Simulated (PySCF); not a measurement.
# Structure from 2D NMR

Compound of formula C$_{4}$H$_{8}$BN. Correlations simulated from computed shifts and couplings:

HSQC (one-bond C–H):
```csv
δH,δC,"1J(C,H) (Hz)"
5.89,133.1,173
5.75,132.6,173
5.72,132.6,167
3.14,24.7,142
```

COSY cross peaks (|J| ≥ 2 Hz):
```csv
δH,δH,abs. J (Hz),bonds
5.89,5.75,11.1,3
5.89,5.72,17.9,3
5.89,3.14,8.5,3
3.14,2.14,5.7,5
```

HMBC (two and three bonds, |J| ≥ 2.5 Hz):
```csv
δH,δC [abs. J in Hz]
5.89,"113.7 [2.9], 24.7 [6.6]"
5.75,24.7 [15.5]
5.72,"133.1 [2.6], 24.7 [9.6]"
3.14,"133.1 [7.3], 132.6 [6.8], 113.7 [12.6]"
2.14,113.7 [8.4]
```

Carbons without hydrogens: δ 113.7.

Method: coordinates at the PBE0-D3(BJ)/def2-SVP level, J couplings at B3LYP/pcJ-1 (spin–dipole term only in couplings to heteroatoms), PBE0/pcSseg-1 with gauge-including orbitals, in PySCF 2.14 (a single conformation, one averaged value for each set of equivalent atoms, no solvent, non-relativistic).

Referencing at the same level of theory: TMS for 1H, 13C.

Exchangeable hydrogens are left out of these lists, and C,H couplings along chains are those of one rotamer, so weak HMBC peaks may be missing or extra.

Problem. Assemble the structure.

Solution. SMILES [BH3-][N+]#CCC=C.

Mapped SMILES: `[BH3-:1][N+:2]#[C:3][CH2:4][CH:5]=[CH2:6]`. Hydrogens are named by the atom that carries them. Ha(C6) is cis to C4; Hb(C6) is trans to C4.

1. δC 133.1 is C5, an alkene CH (δH 5.89).
2. δC 132.6 is C6, a terminal =CH2 carbon (δH 5.72, 5.75).
3. δC 113.7 is C3, a nitrilium-type carbon.
4. δC 24.7 is C4, an allylic sp3 CH2 (δH 3.14).
5. HMBC from δH 5.89 reaches the proton-free carbon C3.
6. HMBC from δH 3.14 reaches the proton-free carbon C3.
7. HMBC from δH 2.14 reaches the proton-free carbon C3.
8. COSY links 5.89–5.75, 5.89–5.72, 5.89–3.14, 3.14–2.14.

This is the structure that produced the data.

Hydrogens on boron are broadened and split by 11B (spin 3/2, 80 %) and 10B (spin 3). Unscaled 3J(H,H) at this level run about 10 % above measured values. Shifts are as computed. Against solution values, carbons near 30 ppm lie about +2 ppm off and those near 130 ppm about +5 ppm. Of 1313 compounds with measured shifts, 239 miss one by over three times the rms of a fit or turn the order of signals round; such compounds aren't used in these exercises. Couplings across =CH–CH2 type bonds come from one rotamer and its mirror image, and can be 1–2 Hz further off.
